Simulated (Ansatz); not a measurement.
System: AlBr2 (charge +1, singlet). 
Structure (B3LYP-D3(BJ)/def2-TZVP (Ansatz, an electronic-structure program) minimum search):
```
Al
Br 1 2.1564
Br 1 2.1564 2 180.00
```
Charge +1, spin multiplicity 1.

Basis-set convergence of Hartree-Fock and CCSD(T) correlation energies (hartree) with Ansatz. Correlated levels leave the core frozen unless marked. Spin-orbit coupling is left out. Frozen are the shells of the preceding noble gas and the d and f shells that filled before the atom's block. Non-relativistic.

```
basis        functions        E(HF)  E(corr, CCSD(T))
-----------  ---------  -----------  ----------------
def2-SVPD          106  -5385.89777          -0.31965
def2-TZVPPD        162            ?                 ?
```

Q: What belongs in the gaps?

A: 
- def2-TZVPPD, E(HF): -5386.60985
- def2-TZVPPD, E(corr, CCSD(T)): -0.41065
